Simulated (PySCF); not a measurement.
WOCl₃, SMILES [O]=[W]([Cl])([Cl])[Cl] (connectivity only; charge and spin as stated), neutral, multiplicity 2.

The structure is a stationary point at PBE-D3(BJ)/def2-SVP. The spin state was assumed, not searched. The isomer is the one that the SMILES or the coordinates give; other isomers of the formula were not compared. The def2 effective core potentials stand for the cores of W; spin–orbit coupling is left out.

Calculation: PBE-D3(BJ)/def2-SVP run with PySCF.

Frequencies are harmonic and unscaled.

| mode | ν (cm⁻¹) | IR (km/mol) | moving atoms (share of kinetic energy) |
|---|---|---|---|
| 1 | 65 | 6.8 | Cl 56 %, O 25 %, W 18 % |
| 2 | 86 | 0.7 | Cl 87 %, W 9 % |
| 3 | 112 | 4.5 | O 51 %, Cl 49 % |
| 4 | 122 | 1.0 | Cl 76 %, W 22 % |
| 5 | 214 | 0.6 | O 73 %, Cl 22 % |
| 6 | 387 | 11.7 | Cl 93 % |
| 7 | 387 | 42.5 | Cl 81 %, W 19 % |
| 8 | 405 | 63.5 | Cl 71 %, W 27 % |
| 9 | 1004 | 104.4 | O 92 %, W 8 % |
